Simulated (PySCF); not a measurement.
Structure problem from calculated spectra and properties.

Formula: C7H11N.

- 1H NMR: chemical shifts (computed TMS as zero) by class: 2.96 (1 H), 2.05 (2 H), 1.65 (2 H), 1.50 (1 H), 1.35 (2 H), 1.13 (2 H), 1.07 (1 H) ppm [GIAO PBE0/pcSseg-1]
- UV, strongest line: among the 10 lowest singlet transitions: S8 at 8.88 eV (140 nm, f = 0.087) [TDDFT CAM-B3LYP/def2-SVPD]
- Valence photoelectron: vertical ionisation energy: 10.90 eV [ΔSCF CAM-B3LYP/def2-SVPD]
- 13C NMR: chemical shifts (computed TMS as zero) by class: 179.5 (1 C), 50.5 (1 C), 36.8 (2 C), 27.0 (1 C), 26.9 (2 C) ppm [GIAO PBE0/pcSseg-1]
- Polarisability: 84.4 au [CAM-B3LYP/def2-SVPD]
- Triplet: lowest triplet excitation (Tamm–Dancoff): 5.90 eV [TDA CAM-B3LYP/def2-SVPD]
- Couplings: largest of the computed one-bond spin–spin couplings (means over like bonds): 13C–1H +143.5, 13C–1H +138.8 (×2), 13C–1H +136.0 (×2), 13C–1H +135.1, 13C–1H +133.9 (×2), 13C–1H +129.8, 13C–1H +129.0 (×2), 13C–13C +35.8 (×2) Hz [B3LYP/pcJ-1, spin–dipole term left out]
- Dipole: 4.36 D [CAM-B3LYP/def2-SVPD]
- Rotational structure: rotational constants A, B, C: 4.277, 1.474, 1.179 GHz [PBE0-D3(BJ)/def2-SVP]

Electronic properties: PySCF, gas phase, density fitting. Levels stand in brackets. The structure is a single PBE0-D3(BJ)/def2-SVP conformer in the gas phase; no vibrational or solvent corrections. NMR classes are plain means over equivalent atoms (diastereotopic ones count apart unless rotation or inversion swaps them), as if these changed places fast.

Q: Give a SMILES that accounts for the data.

A: Numbering: `[C-:1]#[N+:2][CH:3]1[CH2:4][CH2:5][CH2:6][CH2:7][CH2:8]1`. 7 carbons fall into 5 classes; from least to most shielded: isocyanide carbon [C1] (179.5 ppm), ring sp3 carbon bound to nitrogen [C3] (50.5 ppm), ring CH2 carbon [C4/C8] (36.8 ppm, 2 C), ring CH2 carbon [C6] (27.0 ppm), ring CH2 carbon [C5/C7] (26.9 ppm, 2 C). Hydrogen classes from least to most shielded: 1 H on an sp3 carbon bound to nitrogen, C3 (2.96 ppm), 2 H on 2 ring CH2 carbons, C4/C8 (2.05 ppm), 2 H on 2 ring CH2 carbons, C5/C7 (1.65 ppm), 1 H on a ring CH2 carbon, C6 (1.50 ppm), 2 H on 2 ring CH2 carbons, C4/C8 (1.35 ppm), 2 H on 2 ring CH2 carbons, C5/C7 (1.13 ppm), 1 H on a ring CH2 carbon, C6 (1.07 ppm). The couplings run between: +143.5 Hz, sp3 carbon bound to nitrogen [C3] and its hydrogen; +138.8 Hz, ring CH2 carbon [C4] and its hydrogen (with 1 like pair); +136.0 Hz, ring CH2 carbon [C5] and its hydrogen (with 1 like pair); +135.1 Hz, ring CH2 carbon [C6] and its hydrogen; +133.9 Hz, ring CH2 carbon [C4] and its hydrogen (with 1 like pair); +129.8 Hz, ring CH2 carbon [C6] and its hydrogen; +129.0 Hz, ring CH2 carbon [C5] and its hydrogen (with 1 like pair); +35.8 Hz, sp3 carbon bound to nitrogen [C3] and ring CH2 carbon [C4] (with 1 like pair). The optimised geometry has point group Cs and is an asymmetric top. Structure: `[C-]#[N+]C1CCCCC1`. Computed isomers that give other values at the same levels: `[H]/N=C\C[C@H]1CCC1=C` (smallest rotational constant: 1.018 GHz; this holds for the one conformer computed); `C=CC[C@@H](C)CC#N` (rotational constant A: 2.374 GHz; this holds for the one conformer computed); `C=N[C@@H]1C[C@@]12C[C@H]2C` (13C chemical shifts (computed TMS as zero) by class: 153.1 (1 C), 53.9 (1 C), 24.8 (1 C), 21.5 (1 C), 19.2 (1 C), 16.8 (1 C), 16.4 (1 C) ppm). The assignments are read from this structure; whether some other isomer fits the data as well wasn't checked.
